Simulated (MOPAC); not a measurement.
A run for MOPAC: PM7 on CH5BSe (SMILES CB[SeH]), a point of a torsion scan.

```
PM7 1SCF PRECISE CHARGE=0 THREADS=1
CH5BSe

C     -0.92824167 1    -0.16559238 1     0.09957985 1
B      0.32133760 1     0.73527575 1    -0.19569213 1
Se     2.08082289 1     0.05083349 1     0.07528648 1
H     -1.78440285 1     0.04845374 1    -0.53736104 1
H     -0.73055760 1    -1.23623395 1     0.05493526 1
H     -1.24695454 1     0.05254783 1     1.12105506 1
H      0.20494902 1     1.87940387 1    -0.41703851 1
H      2.74457536 1     1.29104748 1     0.39044312 1
```

Output:

```
*******************************************************************************
 **                                                                           **
 **                              MOPAC v23.2.5                                **
 **                                                                           **
 *******************************************************************************
 ** MOPAC's Digital Object Identifier: https://doi.org/10.5281/zenodo.6511958 **
 **                                                                           **
 ** Please cite the open-source release paper for use of this MOPAC version:  **
 ** J. E. Moussa and J. J. P. Stewart (2026)                                  **
 ** MOPAC: An open-source semiempirical molecular orbital program             **
 ** J. Open Source Softw., 11(119), 8025, https://doi.org/10.21105/joss.08025 **
 *******************************************************************************

                              PM7 CALCULATION RESULTS

 *******************************************************************************
 *  PM7        - The PM7 Hamiltonian to be used
 *
 *
 *
 *                 CHARGE ON SYSTEM = 0
 *
 *
 *
 *  PRECISE    - TIGHTER CRITERIA TO BE USED
 *  1SCF       - DO 1 SCF AND THEN STOP
 *  THREADS=1  - MULTI-THREADING NOT USED
 *  T=         - A TIME OF 172800.0 SECONDS REQUESTED
 *  DUMP=N     - RESTART FILE WRITTEN EVERY 7200.0 SECONDS REQUESTED
 *******************************************************************************
PM7 1SCF PRECISE CHARGE=0 THREADS=1
 CH5BSe

   ATOM   CHEMICAL          X               Y               Z
  NUMBER   SYMBOL      (ANGSTROMS)     (ANGSTROMS)     (ANGSTROMS)

     1       C         -0.92824167  *  -0.16559238  *   0.09957985  *
     2       B          0.32133760  *   0.73527575  *  -0.19569213  *
     3      Se          2.08082289  *   0.05083349  *   0.07528648  *
     4       H         -1.78440285  *   0.04845374  *  -0.53736104  *
     5       H         -0.73055760  *  -1.23623395  *   0.05493526  *
     6       H         -1.24695454  *   0.05254783  *   1.12105506  *
     7       H          0.20494902  *   1.87940387  *  -0.41703851  *
     8       H          2.74457536  *   1.29104748  *   0.39044312  *



          CARTESIAN COORDINATES

    NO.       ATOM           X           Y           Z

     1         C         -0.9282     -0.1656      0.0996
     2         B          0.3213      0.7353     -0.1957
     3        Se          2.0808      0.0508      0.0753
     4         H         -1.7844      0.0485     -0.5374
     5         H         -0.7306     -1.2362      0.0549
     6         H         -1.2470      0.0525      1.1211
     7         H          0.2049      1.8794     -0.4170
     8         H          2.7446      1.2910      0.3904

 General Reference for PM7:
 "Optimization of Parameters for Semiempirical Methods VI: More Modifications to the
 NDDO Approximations and Re-optimization of Parameters", J. J. P. Stewart, J. Mol. Mod., 1:32, 19 (2013)
 https://link.springer.com/article/10.1007/s00894-012-1667-x

           Empirical Formula: C H5 B Se  =     8 atoms



      MOLECULAR POINT GROUP   :   C1


      RHF CALCULATION, NO. OF DOUBLY OCCUPIED LEVELS = 9


 -------------------------------------------------------------------------------
 PM7 1SCF PRECISE CHARGE=0 THREADS=1
 CH5BSe



     1SCF WAS SPECIFIED, SO BFGS WAS NOT USED
     SCF FIELD WAS ACHIEVED


                              PM7 CALCULATION
                                                       MOPAC v23.2.5 Linux




          FINAL HEAT OF FORMATION =          1.32064 KCAL/MOL =       5.52558 KJ/MOL


          COSMO AREA              =        105.63 SQUARE ANGSTROMS
          COSMO VOLUME            =         90.87 CUBIC ANGSTROMS

          IONIZATION POTENTIAL    =          8.542074 EV
          HOMO LUMO ENERGIES (EV) =         -8.542 -1.039
          NO. OF FILLED LEVELS    =          9
          MOLECULAR WEIGHT        =        106.8205         POINT GROUP:  C1

          MOLECULAR DIMENSIONS (Angstroms)

            Atom       Atom       Distance
            H     8    H     4     4.78712
            H     7    H     5     2.87014
           Se     3    H     6     1.82807


          SCF CALCULATIONS        =          1





   ATOM   CHEMICAL          X               Y               Z
  NUMBER   SYMBOL      (ANGSTROMS)     (ANGSTROMS)     (ANGSTROMS)

     1       C         -0.92824167  *  -0.16559238  *   0.09957985  *
     2       B          0.32133760  *   0.73527575  *  -0.19569213  *
     3      Se          2.08082289  *   0.05083349  *   0.07528648  *
     4       H         -1.78440285  *   0.04845374  *  -0.53736104  *
     5       H         -0.73055760  *  -1.23623395  *   0.05493526  *
     6       H         -1.24695454  *   0.05254783  *   1.12105506  *
     7       H          0.20494902  *   1.87940387  *  -0.41703851  *
     8       H          2.74457536  *   1.29104748  *   0.39044312  *

                             CARTESIAN COORDINATES

   1    C       -0.928241670    -0.165592380     0.099579850
   2    B        0.321337600     0.735275750    -0.195692130
   3   Se        2.080822890     0.050833490     0.075286480
   4    H       -1.784402850     0.048453740    -0.537361040
   5    H       -0.730557600    -1.236233950     0.054935260
   6    H       -1.246954540     0.052547830     1.121055060
   7    H        0.204949020     1.879403870    -0.417038510
   8    H        2.744575360     1.291047480     0.390443120


           Empirical Formula: C H5 B Se  =     8 atoms



      MOLECULAR POINT GROUP   :   C1


                  EIGENVALUES
 -24.73456 -23.73094 -14.98147 -14.08691 -13.79422 -12.55346 -11.45235  -9.70787
  -8.54207  -1.03902  -0.06463   1.43749   2.92433   5.62584   5.68745   5.87428
   7.12225


              NET ATOMIC CHARGES AND DIPOLE CONTRIBUTIONS

  ATOM NO.   TYPE          CHARGE      No. of ELECS.   s-Pop       p-Pop
    1          C          -0.583673        4.5837     1.05178     3.53190
    2          B          -0.019187        3.0192     0.71704     2.30214
    3         Se           0.012505        5.9875     1.93253     4.05496
    4          H           0.162571        0.8374     0.83743
    5          H           0.159318        0.8407     0.84068
    6          H           0.173301        0.8267     0.82670
    7          H           0.054100        0.9459     0.94590
    8          H           0.041066        0.9589     0.95893
 DIPOLE           X         Y         Z       TOTAL
 POINT-CHG.     0.302     0.278     0.268     0.490
 HYBRID        -0.406     0.680     0.057     0.794
 SUM           -0.104     0.958     0.324     1.017


          ATOMIC ORBITAL ELECTRON POPULATIONS

     Atom    s        px        py        pz
    1  C   1.05178   1.18337   1.17531   1.17321
    2  B   0.71704   0.96555   1.05900   0.27759
    3 Se   1.93253   1.14274   1.13144   1.78079
    4  H   0.83743
    5  H   0.84068
    6  H   0.82670
    7  H   0.94590
    8  H   0.95893

 **********************
 *                    *
 * JOB ENDED NORMALLY *
 *                    *
 **********************




 == MOPAC DONE ==
```

The run finished.

Cost: about 0.020 core-seconds (a rough figure).
